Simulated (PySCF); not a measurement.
Species: C5H8NP.
Atom-mapped SMILES: `[CH3:1][NH:2][p:3]1[cH:4][cH:5][cH:6][cH:7]1` (hydrogens: H8, H9, H10 on C1; H11 on N2; H12 on C4; H13 on C5; H14 on C6; H15 on C7)

Level: PBE0/pcSseg-1 and CAM-B3LYP/def2-SVPD in PySCF, non-relativistic, on one gas-phase PBE0-D3(BJ)/def2-SVP geometry that isn't relaxed in the solvent. The solvent is an IEF-PCM continuum (cavity from Bondi-type radii × 1.2). The model holds no explicit solvent molecules, cavitation or dispersion.

Gas phase at PBE0/pcSseg-1: HOMO -6.38 eV, LUMO -1.33 eV, dipole 1.44 D.

Problem. What does the continuum do to the energy, the frontier levels and the dipole at PBE0/pcSseg-1 in chloroform and methanol?

Solution. 
| solvent | ε | E(solvent) − E(gas) (kcal/mol) | polarisation term (kcal/mol) | distortion of the solute (kcal/mol) | HOMO (eV) | LUMO (eV) | dipole (D) |
| --- | --- | --- | --- | --- | --- | --- | --- |
| chloroform | 4.711 | -3.07 | -3.32 | 0.25 | -6.41 | -1.38 | 1.73 |
| methanol | 32.61 | -4.28 | -4.78 | 0.50 | -6.43 | -1.42 | 1.87 |

Polarisation term: ½ Σ q·V over the induced surface charges. Distortion: the rise of the solute's own energy as its density leaves the gas-phase optimum. From chloroform to methanol the lowering changes by a factor 1.39, Onsager's factor (ε − 1)/(2ε + 1) by 1.34 and ε itself by 6.9.

Problem. Which radius a makes the point-dipole formula ΔE = −[(ε − 1)/(2ε + 1)]·μ²/a³ give the value in methanol, with the gas-phase dipole?

Solution. μ = 0.567 au and |ΔE| = 0.00682 Eh give a = 1.49 Å; the farthest nucleus lies 3.57 Å from the centroid of the nuclei, so such a sphere wouldn't even hold the nuclei. The formula assumes a rigid point dipole at the centre of a sphere.

Problem. Which Hirshfeld charges (PBE0/pcSseg-1) respond most in chloroform (means over atoms taken as equivalent)?

Solution. 
```json
{"atoms": "P3", "environment": "ring phosphorus", "gas (e)": "+0.198", "solvent (e)": "+0.182", "change": "-0.016"}
{"atoms": "H11", "environment": "N–H hydrogen", "gas (e)": "+0.117", "solvent (e)": "+0.125", "change": "+0.008"}
{"atoms": "H13/H14", "environment": "hydrogen on carbon", "gas (e)": "+0.049", "solvent (e)": "+0.054", "change": "+0.005"}
{"atoms": "C4/C7", "environment": "unsaturated ring CH carbon", "gas (e)": "-0.122", "solvent (e)": "-0.126", "change": "-0.004"}
{"atoms": "H12/H15", "environment": "hydrogen on carbon", "gas (e)": "+0.047", "solvent (e)": "+0.050", "change": "+0.003"}
{"atoms": "C5/C6", "environment": "unsaturated ring CH carbon", "gas (e)": "-0.058", "solvent (e)": "-0.061", "change": "-0.003"}
{"atoms": "H8/H9/H10", "environment": "methyl hydrogen", "gas (e)": "+0.039", "solvent (e)": "+0.041", "change": "+0.002"}
{"atoms": "N2", "environment": "nitrogen bonded to C, P and H", "gas (e)": "-0.191", "solvent (e)": "-0.192", "change": "-0.001"}
```

Problem. Which Mayer bond orders change most in chloroform?

Solution. 
```tsv
bond	length (Å)	gas	solvent	change
N2–P3	1.693	1.019	1.029	+0.010
P3–C4	1.799	1.019	1.013	-0.006
C1–N2	1.443	0.958	0.953	-0.005
C7–P3	1.809	0.988	0.983	-0.005
N2–H11	1.015	0.922	0.917	-0.005
C6–C7	1.356	1.721	1.718	-0.003
C4–H12	1.091	0.957	0.954	-0.003
C4–C5	1.356	1.719	1.717	-0.002
```

Gas phase at CAM-B3LYP/def2-SVPD: HOMO -7.67 eV, LUMO -0.28 eV, dipole 1.36 D.

Problem. What does the continuum do to the energy, the frontier levels and the dipole at CAM-B3LYP/def2-SVPD in chloroform?

Solution. 
| solvent | ε | E(solvent) − E(gas) (kcal/mol) | polarisation term (kcal/mol) | distortion of the solute (kcal/mol) | HOMO (eV) | LUMO (eV) | dipole (D) |
| --- | --- | --- | --- | --- | --- | --- | --- |
| chloroform | 4.711 | -2.89 | -3.19 | 0.30 | -7.68 | -0.29 | 1.72 |

Problem. How does the static polarisability (CAM-B3LYP/def2-SVPD, frozen core, with the continuum's full static response) change?

Solution. 
```json
{"medium": "gas", "isotropic (au)": "91.0", "principal values (au)": "65.5, 85.9, 121.6", "⟨r²⟩ of the electrons (bohr²)": "970.2"}
{"medium": "chloroform", "isotropic (au)": "116.2", "principal values (au)": "84.1, 110.9, 153.7", "⟨r²⟩ of the electrons (bohr²)": "969.3"}
```

The isotropic value in chloroform is 1.28 times the gas-phase one; no cavity-field correction is applied. ⟨r²⟩ is taken about the centre of nuclear charge.

The values belong to the conformer `[CH3:1][NH:2][p:3]1[cH:4][cH:5][cH:6][cH:7]1`: C1–N2–P3–C4 -153°.
